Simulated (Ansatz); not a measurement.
Wavefunction ladder for `C[SiH2][Se][SiH]([GaH2])[TeH]`

```csv
atom,x (Å),y (Å),z (Å)
C1,1.7633,-0.6886,-0.8924
Si2,0.2302,-0.4471,-1.9221
Se3,-0.7005,1.6299,-1.6395
Si4,-1.6123,1.2128,0.3889
Ga5,-1.3860,-0.6195,1.8772
Te6,-0.0843,1.9540,2.3888
H7,1.5188,-0.6996,0.1713
H8,2.2301,-1.6461,-1.1404
H9,2.4847,0.1087,-1.0819
H10,-0.7943,-1.4752,-1.6081
H11,0.5532,-0.4919,-3.3719
H12,-2.7360,2.1706,0.5667
H13,-0.2037,-1.6203,1.6851
H14,-2.5159,-0.7274,2.9507
H15,1.2525,1.3396,1.6275
```

The species carries charge 0 and has multiplicity 1. Correlated methods include outer-core shells of Ga, Se, Te, which these sets cover unevenly. Scalar relativity is left out up to krypton. Te takes the def2 core potential. The geometry is a stationary point of PBE0-D4/def2-TZVP. It is one conformer, not always the lowest. Frozen core, restricted reference, Ansatz 0.2.0.

| basis | HF (Eh) | MP2 corr. | CCSD corr. | (T) | CCSD(T) total |
| --- | --- | --- | --- | --- | --- |
| def2-SVP | ? | -0.92628 | -0.98425 | ? | ? |
| def2-TZVPP | ? | -1.41252 | -1.43791 | ? | ? |
| def2-QZVPP | -5211.28292 | -2.15573 | – | – | – |

(1) Fill in the withheld values. (Estimate.)

Results:

(1) Computed: def2-SVP HF (Eh): -5210.36611; def2-SVP (T): -0.03280; def2-SVP CCSD(T) total: -5211.38316; def2-TZVPP HF (Eh): -5211.17434; def2-TZVPP (T): -0.05443; def2-TZVPP CCSD(T) total: -5212.66668.
